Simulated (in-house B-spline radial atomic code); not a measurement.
A radial electron density 4πr²n(r) was computed for an atom or ion in its tabulated ground configuration with an all-electron radial atomic-structure program (B-spline basis); method: non-relativistic BHandHLYP, spin-polarised, spherical fractional occupations, exact exchange averaged over the configuration. Columns: r (bohr), 4πr²n(r) (electrons per bohr), bar.

```
 0.00434   0.3708 #
 0.00522   0.5234 #
 0.00628   0.7354 ##
 0.00755    1.026 ###
 0.00909    1.424 ####
  0.0109    1.947 #####
  0.0132    2.677 #######
  0.0158    3.567 ##########
  0.0191    4.754 #############
  0.0229    6.147 #################
  0.0276    7.834 ######################
  0.0332    9.703 ###########################
  0.0399    11.64 #################################
  0.0481     13.5 ######################################
  0.0578    14.95 ##########################################
  0.0696    15.75 ############################################
  0.0837    15.67 ############################################
   0.101    14.63 #########################################
   0.121    12.97 ####################################
   0.146     11.1 ###############################
   0.176    9.847 ############################
   0.211    9.754 ###########################
   0.254    10.89 ##############################
   0.306     12.7 ###################################
   0.368    14.12 #######################################
   0.443    14.18 ########################################
   0.533    12.45 ###################################
   0.641     9.41 ##########################
   0.772    6.043 #################
   0.928    3.441 ##########
    1.12     2.02 ######
    1.34    1.631 #####
    1.62    1.652 #####
    1.95     1.59 ####
    2.34    1.277 ####
    2.82   0.8148 ##
    3.39   0.4106 #
    4.08   0.1576 
    4.91  0.04462 
    5.91 0.008866 
    7.11  0.00119 
    8.55 0.0001001
```

Q: Which atom or ion is it?
A. Cl2+
B. Si2+
C. Si+
D. Si

A: C. The area under the curve, ∫4πr²n dr = ∫r·4πr²n d(ln r) on this logarithmic grid, is 13 electrons, which only this option has. The configuration is [Ne] 3s2 3p1.
